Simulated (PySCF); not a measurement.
C$_{2}$H$_{9}$ClN$_{2}$Si (SMILES CC[Si](N)(N)Cl), singlet, at a GFN2-xTB geometry; CASSCF(10,9)/STO-3G (PySCF).

Input for PySCF:
```python
from pyscf import gto, scf, mcscf
import numpy

mol = gto.M(
    atom='''
C     1.675828   -1.477372   -1.141775
C     0.883215   -0.212280   -1.453401
Si   -0.403562    0.211305   -0.122761
N    -1.506754   -1.094898    0.068353
N    -1.180224    1.676187   -0.615761
Cl    0.479653    0.371225    1.711035
H     1.007486   -2.328386   -1.038547
H     2.225095   -1.363895   -0.210197
H     2.389460   -1.692301   -1.935636
H     0.377263   -0.334355   -2.410883
H     1.578680    0.619088   -1.577156
H    -2.092837   -1.358513   -0.704907
H    -1.989340   -1.223142    0.942080
H    -0.624147    2.429736   -0.985455
H    -1.921314    2.051557   -0.045338
''',
    basis='sto-3g',
    charge=0,
    spin=0,
    verbose=4,
)

mf = scf.RHF(mol)
mf.kernel()
mc = mcscf.CASSCF(mf, 9, 10)
mc.fix_spin_(ss=0.0)
mc.kernel()
occ = numpy.linalg.eigvalsh(mc.fcisolver.make_rdm1(mc.ci, mc.ncas, mc.nelecas))[::-1]
ss = mc.fcisolver.spin_square(mc.ci, mc.ncas, mc.nelecas)[0]
print('natural occupations', occ.round(4), ' <S^2>', round(ss, 4))
```

The log (banner, timings and long lists left out):

```
PySCF version 2.14.0

[INPUT] verbose = 4
[INPUT] num. atoms = 15
[INPUT] num. electrons = 66
[INPUT] charge = 0
[INPUT] spin (= nelec alpha-beta = 2S) = 0
[INPUT] symmetry False subgroup None
[INPUT] Mole.unit = angstrom
[INPUT] Symbol           X                Y                Z      unit          X                Y                Z       unit  Magmom
[...]
nuclear repulsion = 392.974064199458
number of shells = 31
number of NR pGTOs = 141
number of NR cGTOs = 47
basis = sto-3g
ecp = {}

******** <class 'pyscf.scf.hf.RHF'> ********
method = RHF
initial guess = minao
damping factor = 0
level_shift factor = 0
DIIS = <class 'pyscf.scf.diis.CDIIS'>
diis_start_cycle = 1
diis_space = 8
diis_damp = 0
SCF conv_tol = 1e-09
SCF conv_tol_grad = None
SCF max_cycles = 50
direct_scf = True
direct_scf_tol = 1e-13
Set gradient conv threshold to 3.16228e-05
Initial guess from minao.
init E= -928.224699263536
[...]
cycle= 1 E= -927.765790610185  delta_E= 0.459  |g|= 0.43  |ddm|= 4.55
[...]
cycle= 2 E= -927.834759581015  delta_E= -0.069  |g|= 0.0957  |ddm|= 0.77
[...]
cycle= 3 E= -927.838666407491  delta_E= -0.00391  |g|= 0.0234  |ddm|= 0.188
[...]
cycle= 4 E= -927.839009972487  delta_E= -0.000344  |g|= 0.00352  |ddm|= 0.0688
[...]
cycle= 5 E= -927.839019504666  delta_E= -9.53e-06  |g|= 0.00105  |ddm|= 0.0117
[...]
cycle= 6 E= -927.839020342298  delta_E= -8.38e-07  |g|= 0.000251  |ddm|= 0.00368
[...]
cycle= 7 E= -927.839020397149  delta_E= -5.49e-08  |g|= 4.37e-05  |ddm|= 0.00104
[...]
cycle= 8 E= -927.839020398756  delta_E= -1.61e-09  |g|= 1.01e-05  |ddm|= 0.000161
[...]
cycle= 9 E= -927.839020398843  delta_E= -8.66e-11  |g|= 2.32e-06  |ddm|= 3.49e-05
[...]
Extra cycle  E= -927.839020398844  delta_E= -1.59e-12  |g|= 9.44e-07  |ddm|= 5.17e-06
converged SCF energy = -927.839020398844

******** <class 'pyscf.mcscf.mc1step.CASSCF'> ********
CAS (5e+5e, 9o), ncore = 28, nvir = 10
max_cycle_macro = 50
max_cycle_micro = 4
conv_tol = 1e-07
conv_tol_grad = None
orbital rotation max_stepsize = 0.02
orbital rotation threshold for CI restart = 0.01
augmented hessian ah_max_cycle = 30
augmented hessian ah_conv_tol = 1e-12
augmented hessian ah_linear dependence = 1e-14
augmented hessian ah_level shift = 1e-08
augmented hessian ah_start_tol = 2.5
augmented hessian ah_start_cycle = 3
augmented hessian ah_grad_trust_region = 3
kf_trust_region = 3
kf_interval = 4
ci_response_space = 4
ci_grad_trust_region = 3
with_dep4 0
natorb = False
canonicalization = True
sorting_mo_energy = False
ao2mo_level = 2
internal_rotation = False
******** <class 'pyscf.fci.addons.SpinPenaltyFCISolver'> ********
max. cycles = 50
conv_tol = 1e-08
davidson only = True
linear dependence = 1e-12
level shift = 0.001
max iter space = 12
nroots = 1
pspace_size = 400
spin = None
CASCI E = -927.849245890611  S^2 = 0.0000000
Set conv_tol_grad to 0.000316228
macro iter   1 ( 21 JK    4 micro), CASSCF E = -927.862153988599  dE = -1.29080980e-02  S^2 = 0.0000000
               |grad[o]|=0.0126  |grad[c]|=0.0676  |ddm|=0.0432  |maxRot[o]|=0.232
macro iter   2 ( 21 JK    4 micro), CASSCF E = -927.870785754917  dE = -8.63176632e-03  S^2 = 0.0000000
               |grad[o]|=0.0188  |grad[c]|=0.022  |ddm|=0.049  |maxRot[o]|=0.204
macro iter   3 ( 12 JK    3 micro), CASSCF E = -927.875680448966  dE = -4.89469405e-03  S^2 = 0.0000000
               |grad[o]|=0.0187  |grad[c]|=0.0421  |ddm|=0.0102  |maxRot[o]|=0.0847
macro iter   4 ( 21 JK    4 micro), CASSCF E = -927.877613092505  dE = -1.93264354e-03  S^2 = 0.0000000
               |grad[o]|=0.0128  |grad[c]|=0.019  |ddm|=0.00908  |maxRot[o]|=0.0592
macro iter   5 ( 21 JK    4 micro), CASSCF E = -927.878463201153  dE = -8.50108648e-04  S^2 = 0.0000000
               |grad[o]|=0.00976  |grad[c]|=0.0129  |ddm|=0.00724  |maxRot[o]|=0.0511
macro iter   6 ( 21 JK    4 micro), CASSCF E = -927.879114373765  dE = -6.51172612e-04  S^2 = 0.0000000
               |grad[o]|=0.00793  |grad[c]|=0.0246  |ddm|=0.0085  |maxRot[o]|=0.0407
[...]
               |grad[o]|=0.00153  |grad[c]|=0.00248  |ddm|=0.00747  |maxRot[o]|=0.0532
macro iter  33 (  5 JK    2 micro), CASSCF E = -927.889967762828  dE = -6.80040981e-05  S^2 = 0.0000000
               |grad[o]|=0.00142  |grad[c]|=0.00164  |ddm|=0.00261  |maxRot[o]|=0.0239
macro iter  34 (  5 JK    2 micro), CASSCF E = -927.890028045165  dE = -6.02823363e-05  S^2 = 0.0000000
               |grad[o]|=0.00101  |grad[c]|=0.00274  |ddm|=0.0041  |maxRot[o]|=0.0267
macro iter  35 (  5 JK    2 micro), CASSCF E = -927.890097345614  dE = -6.93004497e-05  S^2 = 0.0000000
               |grad[o]|=0.00109  |grad[c]|=0.00335  |ddm|=0.00491  |maxRot[o]|=0.0283
macro iter  36 (  5 JK    2 micro), CASSCF E = -927.890178826265  dE = -8.14806508e-05  S^2 = 0.0000000
               |grad[o]|=0.00126  |grad[c]|=0.00334  |ddm|=0.00512  |maxRot[o]|=0.0291
macro iter  37 (  5 JK    2 micro), CASSCF E = -927.890268462812  dE = -8.96365472e-05  S^2 = 0.0000000
               |grad[o]|=0.00148  |grad[c]|=0.0031  |ddm|=0.00507  |maxRot[o]|=0.0296
macro iter  38 (  5 JK    2 micro), CASSCF E = -927.890362418433  dE = -9.39556203e-05  S^2 = 0.0000000
               |grad[o]|=0.00162  |grad[c]|=0.00276  |ddm|=0.00481  |maxRot[o]|=0.0298
macro iter  39 (  5 JK    2 micro), CASSCF E = -927.890455779824  dE = -9.33613911e-05  S^2 = 0.0000000
               |grad[o]|=0.00167  |grad[c]|=0.00243  |ddm|=0.00439  |maxRot[o]|=0.0299
macro iter  40 (  5 JK    2 micro), CASSCF E = -927.890544187348  dE = -8.84075240e-05  S^2 = 0.0000000
               |grad[o]|=0.00162  |grad[c]|=0.00215  |ddm|=0.00388  |maxRot[o]|=0.0299
macro iter  41 (  5 JK    2 micro), CASSCF E = -927.890623214703  dE = -7.90273556e-05  S^2 = 0.0000000
               |grad[o]|=0.00147  |grad[c]|=0.00204  |ddm|=0.00327  |maxRot[o]|= 0.03
macro iter  42 (  5 JK    2 micro), CASSCF E = -927.890689256551  dE = -6.60418476e-05  S^2 = 0.0000000
               |grad[o]|=0.00123  |grad[c]|=0.00205  |ddm|=0.00263  |maxRot[o]|= 0.03
macro iter  43 (  4 JK    1 micro), CASSCF E = -927.890743011535  dE = -5.37549845e-05  S^2 = 0.0000000
               |grad[o]|=0.000918  |grad[c]|=0.00578  |ddm|=0.00145  |maxRot[o]|=0.0327
macro iter  44 ( 14 JK    4 micro), CASSCF E = -927.890666384746  dE =  7.66267895e-05  S^2 = 0.0000000
               |grad[o]|=0.000521  |grad[c]|=0.00522  |ddm|=0.00126  |maxRot[o]|=0.0358
macro iter  45 ( 17 JK    4 micro), CASSCF E = -927.890716371625  dE = -4.99868789e-05  S^2 = 0.0000000
               |grad[o]|=0.0008  |grad[c]|=0.00467  |ddm|=0.000965  |maxRot[o]|=0.021
macro iter  46 (  5 JK    2 micro), CASSCF E = -927.890744047232  dE = -2.76756075e-05  S^2 = 0.0000000
               |grad[o]|=0.000438  |grad[c]|=0.00115  |ddm|=0.000849  |maxRot[o]|=0.0164
macro iter  47 ( 12 JK    4 micro), CASSCF E = -927.890736301912  dE =  7.74532066e-06  S^2 = 0.0000000
               |grad[o]|=0.000396  |grad[c]|=0.00309  |ddm|=0.00049  |maxRot[o]|=0.00769
macro iter  48 ( 20 JK    4 micro), CASSCF E = -927.890733692533  dE =  2.60937918e-06  S^2 = 0.0000000
               |grad[o]|=0.000491  |grad[c]|=0.00262  |ddm|=0.000486  |maxRot[o]|=0.00458
macro iter  49 ( 25 JK    4 micro), CASSCF E = -927.890754279218  dE = -2.05866855e-05  S^2 = 0.0000000
               |grad[o]|=0.000442  |grad[c]|=0.00137  |ddm|=0.000355  |maxRot[o]|=0.0133
macro iter  50 (  5 JK    1 micro), CASSCF E = -927.890771998811  dE = -1.77195933e-05  S^2 = 0.0000000
               |grad[o]|=0.000296  |grad[c]|=0.00302  |ddm|=0.000383  |maxRot[o]|=0.0155
1-step CASSCF not converged,  50 macro (524 JK 135 micro) steps
CASSCF canonicalization
Density matrix diagonal elements [1.98362842 1.98771305 1.98149072 1.98435261 1.98847379 0.02312475
 0.02002015 0.0160213  0.01517521]
CASSCF energy = -927.890771998811
CASCI E = -927.890771998811  E(CI) = -19.2472979999086  S^2 = 0.0000000
natural occupations [1.995  1.9887 1.9855 1.9813 1.9763 0.0277 0.0177 0.0151 0.0126]  <S^2> 0.0
```

The run did not converge; its last values are not results.
